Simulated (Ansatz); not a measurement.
BH3N (SMILES [BH]N) moved off its minimum; all values from Ansatz (a first-principles code), cores frozen in correlated methods. Open shells are unrestricted.
(charge 0, multiplicity 2)
```xyz
5

B      0.78008    -0.31400     0.01678
N     -0.48373     0.11471     0.00190
H      1.76555     0.34353     0.00706
H     -0.78517     1.06593    -0.04921
H     -1.31047    -0.49526     0.06585
```

### Question
Give the forces (eV/Å), the total energy and the dipole at CCSD(T)/aug-cc-pVTZ.

### Answer

| atom | Fx | Fy | Fz |
|---|---|---|---|
| B1 | 2.198 | -1.073 | 0.133 |
| N2 | -3.215 | -0.128 | 0.072 |
| H3 | 0.098 | 0.195 | -0.079 |
| H4 | 0.068 | 0.717 | -0.022 |
| H5 | 0.851 | 0.290 | -0.104 |
Energy -81.2155 hartree, dipole 2.40 D.
